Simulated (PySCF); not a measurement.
HOS, SMILES O[S], multiplicity 2.

Geometry optimised at PBE0-D3(BJ)/def2-TZVPD.

Two levels are set side by side: PBE/def2-TZVPD (PySCF) and M06-2X/def2-TZVPD (PySCF). Same geometry, gas phase. Differences are taken from unrounded values.

```
quantity                     M06-2X
---------------------------  ------
α-spin orbital gap (eV)        8.17
β-spin orbital gap (eV)        5.30
dipole moment (D)              1.62
mean polarisability (bohr³)    26.9
```

Problem. What does PBE give, and how far is it from M06-2X? (An estimate is asked for; the answer gives what the named calculation found.)

Solution. 
```
quantity                      PBE  PBE minus M06-2X
---------------------------  ----  ----------------
α-spin orbital gap (eV)      3.86             -4.32
β-spin orbital gap (eV)      0.86             -4.44
dipole moment (D)            1.72              0.10
mean polarisability (bohr³)  28.3               1.5
```

Loosely held outer electrons make PBE densities more polarisable. Differences between two approximate levels are no errors against the true value.

Rough cost on one machine, each run with all the roots and properties that it gave: M06-2X against PBE about 2 times.
